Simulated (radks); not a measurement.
Values are calculated unless marked as measured or tabulated.
Spherical quantum dot in the effective-mass picture: electrons in a hard-walled sphere of radius 3.5, all in effective atomic units (hartree* = m*/eps^2 hartree, bohr* = eps/m* bohr), one dielectric constant everywhere. Level of theory: non-relativistic Kohn-Sham, LDA (Slater exchange, Perdew-Wang correlation), spin-polarised, spherical densities (a radial shooting solver with Libxc functionals). Levels are named by radial order and angular momentum (1s, 1p, 1d, 2s, ...), and open shells are averaged over m.

N = 21, configuration 1s2 1p6 1d10 1f(up 3, down 0). This is the lowest configuration that the search found. Occupied and some empty levels:

| level | occupation | eigenvalue (hartree*) | <r> (bohr*) |
|---|---|---|---|
| 1s up | 1 | 8.0518 | 2.322 |
| 1s down | 1 | 8.0885 | 2.312 |
| 1p up | 3 | 8.2739 | 2.425 |
| 1p down | 3 | 8.3133 | 2.421 |
| 1d up | 5 | 8.6509 | 2.510 |
| 1d down | 5 | 8.6922 | 2.508 |
| 1f up | 3 | 9.1627 | 2.580 |
| 1f down | 0 | 9.2052 | 2.579 |
| 2s up | 0 | 9.4637 | 1.573 |
| 2s down | 0 | 9.4781 | 1.574 |
| 1g up | 0 | 9.7978 | 2.639 |
| 1g down | 0 | 9.8411 | 2.638 |
| 2p up | 0 | 10.181 | 1.833 |
| 2p down | 0 | 10.200 | 1.832 |
| 2d up | 0 | 11.027 | 1.999 |
| 2d down | 0 | 11.050 | 1.997 |

Energy (hartree*): total 101.144, kinetic 28.867, external 0, Hartree 81.948, exchange-correlation -9.6709.

Electron density:

| r (bohr*) | n(r) (e/bohr*^3) |
|---|---|
| 0.275 | 0.009106 |
| 0.536 | 0.01289 |
| 0.797 | 0.02085 |
| 1.06 | 0.03557 |
| 1.32 | 0.06001 |
| 1.58 | 0.09645 |
| 1.84 | 0.1437 |
| 2.10 | 0.1929 |
| 2.37 | 0.2251 |
| 2.63 | 0.2147 |
| 2.89 | 0.1508 |
| 3.15 | 0.06107 |
| 3.41 | 0.004231 |
